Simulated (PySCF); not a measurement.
Species: C4H5NOSi.
Structure used (PBE0-D3(BJ)/def2-SVP), in Å, numbered top down from 1:
```xyz
12
C4H5NOSi angstrom
C      2.7338    0.2748   -0.2078
C      1.3057    0.0386   -0.2675
C      0.1026   -0.1549   -0.3186
Si    -1.6887   -0.4248   -0.4185
O     -2.2184   -1.6809    0.5128
C     -2.4838    1.1603    0.1694
N     -2.9861    2.1363    0.5439
H      2.9457    1.3374   -0.0126
H      3.1959   -0.3190    0.5959
H      3.2169   -0.0021   -1.1576
H     -2.1579   -0.6852   -1.7956
H     -1.9287   -1.7106    1.4298
```

The closed-shell ground state was solved at several levels (PySCF, density fitting, gas phase, non-relativistic).

```csv
level,basis functions,total energy (Eh),HOMO (eV),LUMO (eV),gap (eV),dipole (D)
B97-D/pcSseg-1,151,-574.6472,-7.06,-1.92,5.14,4.91
"PBE0/6-311+G(2d,p)",227,-574.5328,-8.36,-1.33,7.03,5.02
BP86/pcSseg-1,151,-574.8871,-7.21,-2.13,5.08,4.96
PBE0/def2-SVP,127,-574.1272,-8.25,-1.00,7.25,4.83
PBE0/def2-TZVP,253,-574.5614,-8.33,-1.24,7.09,4.98
LDA/pcSseg-1,151,-571.2925,-7.27,-2.29,4.98,5.08
```

Estimate the row for PBE0/IGLO-III, a basis of 304 functions; the other rows only guide the guess.

Total energy -574.5660 Eh, HOMO -8.34 eV, LUMO -1.27 eV, gap 7.07 eV, dipole 5.00 D.

Over all these levels, which gives the widest orbital gap and which the narrowest?

PBE0/def2-SVP (global hybrid, 25 % exact exchange) has the widest, 7.25 eV, and LDA/pcSseg-1 (LDA) the narrowest, 4.98 eV. Functional and basis both differ between the two, so the spread mixes both effects.

How much does the basis alone move the frontier levels among the 4 PBE0 rows (the withheld one included)?

The HOMO by 0.11 eV and the LUMO by 0.33 eV. By rising basis size (HOMO, LUMO in eV): def2-SVP -8.25, -1.00; 6-311+G(2d,p) -8.36, -1.33; def2-TZVP -8.33, -1.24; IGLO-III -8.34, -1.27.

How far do the dipole and the HOMO energy spread over the levels?

The dipole runs from 4.83 to 5.08 D (mean 4.97 D) and the HOMO from -8.36 to -7.06 eV.

One conformer stands for the species.

B97-D is run here without its empirical dispersion term; that term would change no orbital, density or response property at a fixed geometry.
